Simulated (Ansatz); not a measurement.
Stepwise reaction of `[NH]=[Nb]([NH2])([F])[F]` with hydrogen chloride, as a gas-phase model of exchange steps in deposition or etching. ΔE in kJ/mol; ΔG adds harmonic PBE0-D4 terms to CCSD(T)/CBS, at 1 bar.

Isolated molecules relaxed with PBE0-D4/def2-TZVP in Ansatz; ΔE leaves out vibrations. CCSD(T)/CBS is the MP2 limit (def2-TZVPP, def2-QZVPP) plus CCSD(T) − MP2 in def2-TZVPP, frozen cores. This one scheme is used for every species. Functionals use def2-TZVPP. B3LYP here is the variant with VWN-RPA as its local correlation; programs differ in this. Elements past krypton have def2 core potentials. For Nb outer-core shells are correlated without core-valence functions, which leaves a few kJ/mol of doubt a bond. Each species was taken in one conformer, which may not be the lowest.

```json
{"step": "1", "reaction": "`[NH]=[Nb]([NH2])([F])[F]` + HCl → `[NH]=[Nb]([NH2])([F])[Cl]` + H–F", "PBE-D4": "4.7", "B3LYP-D4": "5.2", "ωB97M-V": "6.7", "CCSD(T)/CBS": "-6.4", "ΔG(400 K)": "-0.1"}
{"step": "2", "reaction": "`[NH]=[Nb]([NH2])([F])[Cl]` + HCl → `[NH]=[Nb]([NH2])([Cl])[Cl]` + H–F", "PBE-D4": "4.3", "B3LYP-D4": "4.5", "ωB97M-V": "6.4", "CCSD(T)/CBS": "-7.5", "ΔG(400 K)": "-1.3"}
```

Question: By hand: ΔE of the 2 steps together at CCSD(T)/CBS.

Answer: (-6.4) + (-7.5) = -13.9 kJ/mol, or -7.0 kJ/mol a step.

In ΔE the steps differ by no more than 1.1 kJ/mol. All are downhill at CCSD(T)/CBS. ΔG lies between -1.3 and -0.1 kJ/mol a step. PBE-D4 differs from CCSD(T)/CBS by 11.1 to 11.8 kJ/mol a step. Isolated molecules leave out the surface, adducts and barriers. Largest T1 diagnostic: 0.020.
